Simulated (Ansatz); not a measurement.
Ideal-gas functions of `[OH][Hf]([OH])([F])[F]` at 400 K and 1 bar, from an Ansatz frequency run at PBE0-D4/def2-TZVP.

Molar mass 250.5 g/mol, point group C2v (symmetry number 2), electronic degeneracy 1, moments of inertia 180.804, 181.506, 182.753 u Å². Harmonic wavenumbers (cm⁻¹, unscaled): 142, 161, 161, 167, 175, 175, 204, 230, 275, 627, 635, 699, 727, 4027, 4030.

Use S(trans) = R[1.5 ln M + 2.5 ln T − 1.1517]; rotational temperatures θ = 24.2544 K / I; S(rot) = R[ln(√π/σ · √(T³/θAθBθC)) + 1.5]; for each mode x = 1.438777 ν̃/T, S = R[x/(eˣ − 1) − ln(1 − e⁻ˣ)] and H = RT x/(eˣ − 1); 1 cm⁻¹ = 0.0119627 kJ/mol; R = 8.31446 J/(mol·K).

**Question.** By hand: the entropy, in J/(mol·K).

**Answer.** Translation 183.9. Rotation: θ = 0.1341, 0.1336, 0.1327 K, giving 111.3. Vibration, mode by mode: 13.99, 12.97, 12.97, 12.68, 12.30, 12.30, 11.07, 10.12, 8.74, 3.12, 3.05, 2.54, 2.35, 0.00, 0.00, in all 118.2. Electronic 0.0. Sum 413.4 J/(mol·K).

**Question.** By hand: H − E and G − E in kJ/mol, counted from the electronic energy.

**Answer.** Zero-point energy ½ × 12435 × 0.0119627 = 74.4; thermal vibration 24.2; translation, rotation and pV give 4 RT = 13.3. H − E = 111.9 kJ/mol, and G − E = 111.9 − 400 × 413.4/1000 = -53.5 kJ/mol.

Vibration gives 29 % of the entropy, 14.0 J/(mol·K) of it from the mode under 150 cm⁻¹: soft modes count most, and the harmonic formula is weakest for them. The sum counts one conformer and one mirror image; others add a mixing term.
